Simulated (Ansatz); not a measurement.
Several settings on one geometry of the cluster Li₆H₆⁺ (that of the charge 1 doublet, r2SCAN-D4/def2-TZVP). Ansatz on 4 threads of Arm Neoverse V2 on a shared host; times are rough.

```xyz
12

Li    2.620    1.035   -0.063
Li    0.053   -1.384   -0.060
Li    0.560    3.937    0.131
Li   -0.058    1.387    0.047
Li   -0.553   -3.936   -0.116
Li   -2.622   -1.040    0.067
H     1.589    2.479    0.033
H    -1.588   -2.483   -0.025
H    -1.211   -0.005    0.042
H    -0.880    2.969    0.144
H     0.884   -2.963   -0.145
H     1.206    0.006   -0.054
```

Totals from different functionals, basis sets or treatments of relativity can't be compared as stabilities.

Correlated methods freeze no core orbitals; core or outer-core shells of Li are correlated, in sets that lack core-valence functions.

Problem. Give the basis size and estimate the energy, ⟨S²⟩ and time of these runs.

```csv
run,method,charge,state,further keys
1,UKS r2SCANh/6-31G,1,doublet,accuracy: high; scf: {omitted_lower_state_checks: [starts]}; forces asked
2,UKS PBE0-DH/def2-mTZVPP,1,doublet,scf: {omitted_lower_state_checks: [starts]}
3,UKS ωB97M-V/STO-3G,1,doublet,"final_grid: {core_spheres: 20, valence_spheres: 16, degree: 47}; nuclear_model: gaussian"
```

Solution. 
```
run  functions  energy (Eh)  ⟨S²⟩  wall time
  1         66     -48.4522  0.76       10 s
  2         96     -48.3804  0.77      2.2 s
  3         36     -47.7346  0.76      8.5 s
```
